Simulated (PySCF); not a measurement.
A GIAO shielding run with PySCF 2.14 (density fitting, non-relativistic, gas phase) on SMILES O=CC([SiH3])([SiH3])[SiH2]C[SiH3], C₃H₁₄OSi₄:

```
$ OMP_NUM_THREADS=1 python probes_run.py task.json out

{"job": {"kind": "nmr", "xc": "PBE0", "basis": "pcSseg-1"}, "charge": 0, "multiplicity": 1}
O     -2.021625    -2.331333     0.673714
C     -1.343929    -1.615282    -0.033922
C     -1.204608    -0.192697     0.219706
Si    -2.355414     0.048307     1.737673
Si    -1.748966     0.779477    -1.325719
Si     0.625652     0.172903     0.655248
C      1.766872    -0.101582    -0.832683
Si     3.592477     0.298119    -0.498032
H     -0.807885    -2.044616    -0.902438
H     -2.309291     1.481354     2.067233
H     -3.723780    -0.304998     1.378491
H     -1.852141    -0.704373     2.879633
H     -3.194036     0.651007    -1.517257
H     -1.383855     2.185123    -1.150542
H     -1.082074     0.244785    -2.518308
H      1.038677    -0.699831     1.761839
H      0.688867     1.572955     1.091456
H      1.422474     0.511345    -1.665749
H      1.691093    -1.136718    -1.166110
H      4.373065     0.060185    -1.716789
H      4.100567    -0.558612     0.573541
H      3.717449     1.703869    -0.112619
```

Hardware: 1 thread of an Arm Neoverse N1, shared host. The job also computes population analyses, field gradients.

Task: How large is the calculation?

Result: 96 electrons, 234 basis functions and 1310 auxiliary functions.

Task: How long does it take, and how much memory does it need?

Result: 99 s of wall time, with 13 SCF cycles and 5 response iterations; peak memory 1.1 GiB. Times on a shared host scatter by some tens of per cent.
